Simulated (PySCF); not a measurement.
**NMR data sheet: meta-Cyanophenol**

* Formula: C7H5NO
* SMILES: N#Cc1cccc(O)c1
* Point group of the computed structure: Cs
* Degrees of unsaturation: 6
* Carbon signals: 7
* Proton signals: 5

Molfile (atoms numbered from 1):
```
C7H5NO
     RDKit          3D

 14 14  0  0  0  0  0  0  0  0999 V2000
    3.2857   -1.7316   -0.3678 N   0  0  0  0  0  0  0  0  0  0  0  0
    2.3120   -1.1296   -0.2417 C   0  0  0  0  0  0  0  0  0  0  0  0
    1.1029   -0.3874   -0.0858 C   0  0  0  0  0  0  0  0  0  0  0  0
    1.1549    0.9781    0.1807 C   0  0  0  0  0  0  0  0  0  0  0  0
   -0.0334    1.6755    0.3277 C   0  0  0  0  0  0  0  0  0  0  0  0
   -1.2535    1.0343    0.2129 C   0  0  0  0  0  0  0  0  0  0  0  0
   -1.2987   -0.3310   -0.0538 C   0  0  0  0  0  0  0  0  0  0  0  0
   -2.5168   -0.9073   -0.1565 O   0  0  0  0  0  0  0  0  0  0  0  0
   -0.1202   -1.0463   -0.2039 C   0  0  0  0  0  0  0  0  0  0  0  0
    2.1121    1.4744    0.2691 H   0  0  0  0  0  0  0  0  0  0  0  0
   -0.0085    2.7384    0.5353 H   0  0  0  0  0  0  0  0  0  0  0  0
   -2.1856    1.5738    0.3268 H   0  0  0  0  0  0  0  0  0  0  0  0
   -2.4188   -1.8461   -0.3396 H   0  0  0  0  0  0  0  0  0  0  0  0
   -0.1392   -2.1107   -0.4112 H   0  0  0  0  0  0  0  0  0  0  0  0
  1  2  3  0
  2  3  1  0
  3  4  1  0
  4  5  2  0
  5  6  1  0
  6  7  2  0
  7  8  1  0
  7  9  1  0
  9  3  2  0
  4 10  1  0
  5 11  1  0
  6 12  1  0
  8 13  1  0
  9 14  1  0
M  END
```

One computed conformer, non-relativistic, no solvent model. Coordinates at the PBE0-D3(BJ)/def2-TZVP level; B97-2/pcSseg-2 with gauge-including orbitals; PySCF.

Referencing at the same level of theory: ¹H and ¹³C vs TMS; NH3 for ¹⁵N; ¹⁷O vs H2O.

```tsv
carbon	δC, type	δH (multiplicity)	HMBC from (2–3 bonds)	span of the C tensor (ppm)
C2	125.1, C	–	H10, H14	353
C3	121.2, C	–	H11, H10, H14	203
C4	131.5, CH	7.42 (m)	H11, H12, H14	224
C5	137.7, CH	7.58 (m)	H10, H12	236
C6	125.1, CH	7.32 (d)	H11, H10, H14	195
C7	164.8, C	–	H11, H12, H14	188
C9	122.9, CH	6.96 (s)	H10, H12	175
```

Other nuclei:
```tsv
atoms	nucleus	environment	δ (ppm)	σ (ppm)
H13	¹H	hydrogen on a phenol-type oxygen	4.40	27.23
N1	¹⁵N	nitrile nitrogen	304.2	-42.4
O8	¹⁷O	phenol-type oxygen	119.4	208.3
```

1. Carbon types of the structure: 3 × C, 4 × CH, leaving 1 H on heteroatoms.
2. δC 164.8: aromatic carbon bearing oxygen; the electronegative substituent deshields the carbon that carries it.
3. δC 137.7, 131.5, 125.1, 122.9: aromatic CH.
4. δC 125.1: nitrile carbon; this is the usual window of a C≡N carbon, which has no attached hydrogen.
5. δC 121.2: substituted aromatic carbon.
6. δH 4.40: hydrogen on a phenol-type oxygen; labile proton, position sensitive to the medium.

The OH or NH signal is concentration- and solvent-dependent in practice; the value given is the gas-phase one. Shifts are as computed. Against solution values, carbons near 30 ppm lie about +3 ppm off and those near 130 ppm about +7 ppm. Of 1211 compounds with measured shifts, 218 miss one by over three times the rms of a fit or turn the order of signals round; such compounds aren't used in these exercises. Experimental scales use liquid or dissolved standards, which lie at an offset from isolated NH3 (liquid NH3: subtract about 20 ppm) and H2O (liquid H2O: subtract about 36 ppm). Unscaled 15N shifts of sp2 nitrogen come out 20 to 40 ppm too high even then. Multiplicities follow the n + 1 count of equivalent neighbours, as no J values were calculated; m marks all less simple cases, F and P coupling included.
